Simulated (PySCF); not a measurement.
I (iodine, neutral) across methods

[Kr] 4d10 5s2 5p4 5d1, one real determinant (an excited configuration). All numbers are calculated (PySCF 2.14, the spin-free X2C one-electron Hamiltonian (Gaussian nucleus), in aug-cc-pwCVTZ-DK3 with one added diffuse shell each of s, p, d, f type (11s10p8d5f1g, 125 functions)).

```tsv
method	E (hartree)	mean ε 5p α (eV)	mean ε 5p β (eV)	mean ε 5d α (eV)	Σ⟨r²⟩ (bohr²)	⟨S²⟩
r2SCAN	-7115.06	-11.054	-9.553	-0.772	84.46	3.756
LDA	-7108.54	-10.719	-9.430	-0.767	84.98	3.752
PBE0	-7114.72	-11.957	-10.451	-1.184	84.87	3.755
PBE	-7114.64	-10.636	-9.287	-0.816	85.54	3.753
```

Problem. Estimate the same row for UHF.

Solution. E (hartree) = -7112.13966; mean ε 5p α (eV) = -15.236; mean ε 5p β (eV) = -13.135; mean ε 5d α (eV) = -2.050; Σ⟨r²⟩ (bohr²) = 86.42; ⟨S²⟩ = 3.763.

⟨L²⟩ = 8.04 against 12 for a pure F term, so this real determinant mixes terms. The outer electron is Rydberg-like, and this basis confines it to a smaller radius and binds it less than a complete one would.
